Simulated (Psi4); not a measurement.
Pair of molecules, SMILES P with SMILES [H][H] (the first has 4 atoms); geometry from B3LYP-D3(BJ)/def2-TZVP.
(charge 0, multiplicity 1):
```json
[
 {"atom": "P", "x (Å)": "-0.1717", "y (Å)": "0.1568", "z (Å)": "-0.1407"},
 {"atom": "H", "x (Å)": "-1.4919", "y (Å)": "-0.1172", "z (Å)": "0.2992"},
 {"atom": "H", "x (Å)": "-0.4900", "y (Å)": "-0.0507", "z (Å)": "-1.5078"},
 {"atom": "H", "x (Å)": "0.2610", "y (Å)": "-1.1800", "z (Å)": "0.0525"},
 {"atom": "H", "x (Å)": "0.0829", "y (Å)": "-0.2680", "z (Å)": "3.5127"},
 {"atom": "H", "x (Å)": "0.3082", "y (Å)": "0.2220", "z (Å)": "2.9995"}
]
```

These are SAPT0/jun-cc-pV(D+d)Z run with Psi4 values and carry that method's errors.

Task: Which attractive term is largest, and how does the interaction split up?

Result: electrostatics -1.5, exchange 3.3, induction -0.5, dispersion -1.5, total -0.2 kJ/mol; the largest attraction is dispersion.
